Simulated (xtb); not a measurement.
Be(H)(OMe) (CH4BeO), SMILES [BeH][O]C. All values are semi-empirical tight-binding results from xtb (GFN2-xTB unless named), good for trends rather than for accurate numbers. Geometry optimised at GFN2-xTB.

Optimised geometry:

```xyz
7

Be     0.0849    -0.1541     1.6047
H      0.1709    -0.3101     2.8550
O      0.0113    -0.0142     0.2422
C     -0.0603     0.1047    -1.1188
H     -0.0799     1.1613    -1.4119
H      0.8089    -0.3709    -1.5893
H     -0.9687    -0.3787    -1.4978
```
Charge 0, spin multiplicity 1.

For metal compounds this method's bond lengths and energies can be far off.

The point group as xtb finds it comes out as C3v and the orbital gap is 8.00 eV. The zero-point energy is 30.4 kcal/mol and the G − E(el) at 298.15 K (modified RRHO) is 15.5 kcal/mol.

Computed IR lines (harmonic; lines under 4 % of the strongest left out, lines within 3 cm⁻¹ merged):
ν (cm⁻¹): 425 (vs), 1385 (m), 2145 (m), 2905 (m), 2931 (w) (against the strongest line: vs over 80 %, s over 45 %, m over 15 %, w over 4 %, vw less)

Computed atomic charges and the Wiberg bond orders between heavy atoms:
charges (e) Be1 0.56, H2 -0.23, O3 -0.47, C4 0.07, H5 0.02, H6 0.02, H7 0.02. Bond orders Be1–O3 1.15, O3–C4 1.02.
